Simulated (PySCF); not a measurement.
Species: C₃H₁₁FSi₂.
Z-matrix (Å and degrees, GFN2-xTB geometry), rows numbered from 1:
```
F 
C   1  1.3764
C   2  1.5212  1  110.68
C   3  1.5289  2  113.76  1    75.24
Si  4  1.9128  3  112.96  2   -56.68
Si  4  1.9059  3  109.78  2   177.01
H   2  1.0949  1  106.56  3   121.71
H   2  1.0957  1  106.16  3  -121.20
H   3  1.0939  2  107.32  1  -162.66
H   3  1.0923  2  107.83  1   -46.95
H   4  1.0962  3  107.44  2    61.01
H   5  1.4669  4  107.42  3  -167.78
H   5  1.4626  4  111.04  3    74.65
H   5  1.4604  4  109.20  3   -48.58
H   6  1.4642  4  109.87  3    63.34
H   6  1.4684  4  108.78  3   -55.76
H   6  1.4623  4  109.94  3  -175.10
```

Theory: TDDFT CAM-B3LYP/def2-SVPD, vertical, gas phase, core orbitals frozen in the response (PySCF).

Kohn–Sham orbitals with the atoms that hold most of them (Löwdin shares over 4%, at most four atoms; ? is withheld):

```tsv
orbital	ε (eV)	atoms
HOMO-3	-10.89	Si6 21%, H17 16%, Si5 14%, H13 10%
HOMO-2	-10.82	Si5 25%, H14 17%, H12 14%, C4 9%
HOMO-1	-10.17	?
HOMO	-9.56	?
LUMO	1.03	Si6 22%, Si5 14%, H11 8%, C2 7%
LUMO+1	1.46	Si6 39%, H16 12%, Si5 10%, H17 9%
LUMO+2	1.64	Si5 22%, Si6 19%, C2 8%, H13 7%
```

(1) Which atoms hold the HOMO-1, and with what shares?

(2) Give the leading atoms of the HOMO.

(3) The HOMO–LUMO gap is 10.59 eV. Where does the response calculation put the lowest singlet, and from which orbitals?

(4) One configuration dominates each of S1 and S3. Which, and how do the shares of the two leading atoms of either orbital change from the occupied to the empty one?

## Answers

(1) C4 (bonded to C, 2 Si and H) 25%; Si5 (bonded to C and 3 H) 18%; H12 (bonded to Si) 11%; C3 (bonded to 2 C and 2 H) 9%. By element: carbon 35% or more, silicon 18% or more, hydrogen 11% or more.

(2) C4 (bonded to C, 2 Si and H) 32%; Si6 (bonded to C and 3 H) 15%; Si5 (bonded to C and 3 H) 15%; C3 (bonded to 2 C and 2 H) 8%. By element: carbon 40% or more, silicon 30%.

(3) S1 is at 7.61 eV (f = 0.018), 2.98 eV below the gap, made of HOMO→LUMO (89%). Without the coupling terms of the response equations the lowest excitation would equal the gap.

(4) 
- S1 (7.61 eV, f 0.018), HOMO→LUMO (89%): C4 32% → at most 7%, Si6 15% → 22%, Si5 15% → 14%
- S3 (8.20 eV, f 0.0001), HOMO-1→LUMO (83%): C4 25% → at most 7%, Si5 18% → 14%, Si6 at most 10% → 22%

One conformer stands for the species.
